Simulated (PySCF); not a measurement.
CdTe, SMILES [Cd]=[Te]. Atoms are numbered in the order given.

```xyz
2

Cd     0.0000     0.0000    -1.3250
Te     0.0000     0.0000     1.2231
```

Geometry optimised at PBE0-D3(BJ)/def2-TZVP. The def2 effective core potentials stand for the cores of Cd, Te; spin–orbit coupling is left out.

Level of theory: C-PCM-ωB97X/def2-TZVPD (PySCF).

The values are the electrostatic part of the solvation free energy, E(continuum) − E(gas) at the gas-phase geometry, in a cavity of scaled van der Waals radii (PySCF's table); cavitation and dispersion terms are not included. A continuum can't describe solvent molecules that bind to the metal. In vacuum the orbital gap is 5.56 eV. The dipole moment in vacuum is 5.34 D.

Computed values in water (ε = 78.36), chlorobenzene (ε = 5.70), 1-octanol (ε = 9.86):
```
solvent            ε  ΔG(elec) (kcal/mol)  dipole (D)  gap (eV)
-------------  -----  -------------------  ----------  --------
water          78.36                -29.2       12.72      7.10
chlorobenzene   5.70                -21.5       10.84      6.67
1-octanol       9.86                -24.8       11.65      6.86
```
